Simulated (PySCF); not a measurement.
# Hartree-Fock beside MP2: GeH3OSi anion

All numbers below are calculated, not measured. They come from PySCF 2.14.0, an open-source quantum chemistry program, on an isolated molecule that a program drew, which may never have been made. The molecule is GeH3OSi anion (charge -1, singlet), drawn as the SMILES string `O=[SiH][GeH2-]`.

The geometry was optimised and harmonic frequencies were computed with HF and MP2, all in the aug-cc-pV(D+d)Z basis, for the commonest isotopes, with a restricted reference for singlets and an unrestricted one otherwise, and a frozen core in MP2. Germanium has the aug-cc-pVDZ-PP basis, with a core potential (ECP10MDF) in place of its 10 inner electrons, and its 3s, 3p and 3d shells are frozen in MP2. Each result is a local minimum of its method.

Geometry at the HF minimum:
```xyz
6
GeH3OSi anion, angstrom
O    -1.0425    2.1645    2.0993
Si   -0.9650    0.7186    1.6029
Ge    0.4067   -1.1894    2.1219
H    -2.1459    0.3132    0.7365
H     1.8078   -0.4606    2.2066
H     0.4712   -1.6196    0.5905
```

Lengths of the bonds as drawn, in Å (atoms numbered as above):
| bond | HF | MP2 |
|---|---|---|
| O1-Si2 | 1.531 | 1.584 |
| Si2-Ge3 | 2.407 | 2.387 |
| Si2-H4 | 1.520 | 1.529 |
| Ge3-H5 | 1.582 | 1.587 |
| Ge3-H6 | 1.592 | 1.598 |

Rotational constants, in GHz:
```
constant,HF,MP2
A,30.59,29.98
B,2.072,2.061
C,1.972,1.962
```

Harmonic frequencies in cm^-1, each column in rising order, so a row needn't be the same motion in every method:
| rank | HF | MP2 |
|---|---|---|
| 1 | 164 | 158 |
| 2 | 207 | 199 |
| 3 | 289 | 289 |
| 4 | 384 | 345 |
| 5 | 605 | 541 |
| 6 | 635 | 570 |
| 7 | 932 | 859 |
| 8 | 943 | 879 |
| 9 | 1210 | ? |
| 10 | 1903 | 1883 |
| 11 | 1952 | 1927 |
| 12 | 2073 | 2006 |

**Estimate the missing MP2 frequency from the HF column.**

A single factor s that minimises the squared misfit of MP2 against s times HF over the other rows is sum(HF x MP2) / sum(HF^2) = 0.9690, with an rms misfit of 31 cm^-1. For rank 9 it gives 0.9690 x 1210 = 1172 cm^-1. The calculation gives 1049 cm^-1, 123 cm^-1 below the estimate. The drawn bonds are on average 0.8 % longer in MP2 than in HF.
